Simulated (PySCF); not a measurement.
**CsI at PBE**

Level: PBE. Cs def2-SVP with ECP46, I def2-SVP with ECP28; scalar-relativistic core potentials (PySCF 2.14).

```
state                                           : ¹Σ⁺ (singlet), closed shell
bond length                                     : 3.386 Å
harmonic wavenumber                             : 117 cm⁻¹
force constant                                  : 0.519 mdyn/Å
rotational constant Be                          : 0.02265 cm⁻¹
anharmonicity ωexe                              : 0.247 cm⁻¹
vibration–rotation constant αe                  : 6.52e-05 cm⁻¹
well depth De to Cs + I                         : 3.46 eV
dissociation energy D0                          : 3.45 eV
HOMO–LUMO gap                                   : 2.35 eV
bond order (Mayer)                              : 0.79
dipole moment (positive dipole means Cs(−)I(+)) : -11.23 D
```

These are scalar-relativistic numbers at best; spin–orbit coupling would shift them, the dissociation energy most.
